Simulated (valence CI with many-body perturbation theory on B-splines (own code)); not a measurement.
# Nb III: calculated level list

Calculated by configuration interaction combined with many-body perturbation theory (CI+MBPT): three valence electrons over a frozen Dirac-Fock core [Kr], a basis of 7 s, 7 p, 8 d, 6 f, 4 g, 1 h functions for each j, with the one-electron correlation potential Σ1, the two-electron term Σ2, the three-electron term Σ3, Breit, model QED; selected CI, second order for the rest, scaled by the run's own slope (own B-spline code, finite nucleus).

Against 24 measured levels this calculation errs by 551 cm⁻¹ on average and by 1058 at most. These come from a selection out of Shadmi, J. Res. Natl. Bur. Stand. 70A, 435 (1966). Levels without a partner in it may be off by more, other configurations by 1,000 to 8,000 cm⁻¹.

Levels 46 to 90 of 228, with energies above the lowest level, 4d3 4F_3/2. "Leading %" is the weight of the configuration and term that name the level; weights of strongly mixed levels are sums over their largest components and can fall short.

| No. | Configuration | Term | J | E (cm⁻¹) | Leading % | g | Second component |
| --- | --- | --- | --- | --- | --- | --- | --- |
| 46 | 4d2.5p | 4F° | 9/2 | 68739 | 89 | 1.316 | 4 % 4d2.5p 2G° |
| 47 | 4d2.5p | 4D° | 1/2 | 69171 | 96 | 0.014 |  |
| 48 | 4d2.5p | 2D° | 5/2 | 69176 | 46 | 1.146 | 21 % 4d2.5p 4D° |
| 49 | 4d2.5p | 4D° | 3/2 | 69677 | 86 | 1.158 | 10 % 4d2.5p 2D° |
| 50 | 4d2.5p | 4D° | 5/2 | 70310 | 70 | 1.318 | 24 % 4d2.5p 2D° |
| 51 | 4d2.5p | 4D° | 7/2 | 70597 | 84 | 1.388 | 11 % 4d2.5p 2F° |
| 52 | 4d.5s2 | 2D | 3/2 | 71344 | 92 | 0.799 |  |
| 53 | 4d2.5p | 2G° | 7/2 | 71548 | 94 | 0.902 |  |
| 54 | 4d2.5p | 2S° | 1/2 | 71714 | 93 | 1.987 |  |
| 55 | 4d2.5p | 2G° | 9/2 | 72694 | 90 | 1.123 | 6 % 4d2.5p 4F° |
| 56 | 4d.5s2 | 2D | 5/2 | 72992 | 92 | 1.200 |  |
| 57 | 4d2.5p | 4S° | 3/2 | 74140 | 48 | 1.622 | 37 % 4d2.5p 2P° |
| 58 | 4d2.5p | 4S° | 3/2 | 75433 | 44 | 1.515 | 24 % 4d2.5p 2P° |
| 59 | 4d2.5p | 4D° | 1/2 | 75487 | 96 | 0.011 |  |
| 60 | 4d2.5p | 2F° | 5/2 | 75919 | 67 | 0.988 | 11 % 4d2.5p 4D° |
| 61 | 4d2.5p | 4D° | 3/2 | 76090 | 85 | 1.237 | 8 % 4d2.5p 2P° |
| 62 | 4d2.5p | 2P° | 1/2 | 76441 | 90 | 0.725 |  |
| 63 | 4d2.5p | 2F° | 7/2 | 76983 | 65 | 1.177 | 18 % 4d2.5p 4D° |
| 64 | 4d2.5p | 4D° | 5/2 | 77016 | 68 | 1.244 | 19 % 4d2.5p 2F° |
| 65 | 4d2.5p | 2D° | 3/2 | 77469 | 64 | 0.969 | 23 % 4d2.5p 2P° |
| 66 | 4d2.5p | 2D° | 5/2 | 77861 | 67 | 1.239 | 14 % 4d2.5p 4D° |
| 67 | 4d2.5p | 4D° | 7/2 | 78302 | 66 | 1.277 | 20 % 4d2.5p 2G° |
| 68 | 4d2.5p | 2G° | 9/2 | 78933 | 90 | 1.097 | 7 % 4d2.5p 2H° |
| 69 | 4d2.5p | 4P° | 1/2 | 78937 | 92 | 2.596 |  |
| 70 | 4d2.5p | 2G° | 7/2 | 79141 | 62 | 1.010 | 20 % 4d2.5p 2F° |
| 71 | 4d2.5p | 4P° | 3/2 | 79239 | 94 | 1.713 |  |
| 72 | 4d2.5p | 4P° | 5/2 | 80260 | 86 | 1.550 | 11 % 4d2.5p 2D° |
| 73 | 4d2.5p | 2H° | 9/2 | 81312 | 90 | 0.926 | 8 % 4d2.5p 2G° |
| 74 | 4d2.5p | 2H° | 11/2 | 82564 | 98 | 1.091 |  |
| 75 | 4d2.5p | 2D° | 3/2 | 82745 | 83 | 0.863 | 10 % 4d2.5p 2P° |
| 76 | 4d2.5p | 2D° | 5/2 | 82998 | 91 | 1.203 |  |
| 77 | 4d2.5p | 2P° | 1/2 | 83890 | 92 | 0.665 |  |
| 78 | 4d2.5p | 2P° | 3/2 | 84473 | 81 | 1.276 | 11 % 4d2.5p 2D° |
| 79 | 4d2.5p | 2F° | 7/2 | 85049 | 93 | 1.139 |  |
| 80 | 4d2.5p | 2F° | 5/2 | 85950 | 94 | 0.861 |  |
| 81 | 4d2.5p | 2P° | 1/2 | 98809 | 93 | 0.664 |  |
| 82 | 4d2.5p | 2P° | 3/2 | 100432 | 92 | 1.333 |  |
| 83 | 4d.5s.5p | 4F° | 3/2 | 102168 | 76 | 0.535 | 13 % 4d.5s.5p 4D° |
| 84 | 4d.5s.5p | 4D° | 1/2 | 102633 | 93 | 0.011 |  |
| 85 | 4d.5s.5p | 4F° | 5/2 | 102942 | 67 | 1.121 | 23 % 4d.5s.5p 4D° |
| 86 | 4d.5s.5p | 4D° | 3/2 | 103177 | 79 | 1.085 | 14 % 4d.5s.5p 4F° |
| 87 | 4d.5s.5p | 4D° | 5/2 | 104021 | 70 | 1.286 | 24 % 4d.5s.5p 4F° |
| 88 | 4d.5s.5p | 4F° | 7/2 | 104241 | 60 | 1.309 | 35 % 4d.5s.5p 4D° |
| 89 | 4d.5s.5p | 4D° | 7/2 | 105075 | 59 | 1.357 | 35 % 4d.5s.5p 4F° |
| 90 | 4d.5s.5p | 4F° | 9/2 | 106114 | 95 | 1.334 |  |

Names give the largest LS component (configuration and term), which can be under half, so a name can repeat, a term be missing and a line seem to break the LS rules; names also repeat where a configuration has a term twice.

Where two levels of one J and parity lie close, their mixing, g and order are uncertain.
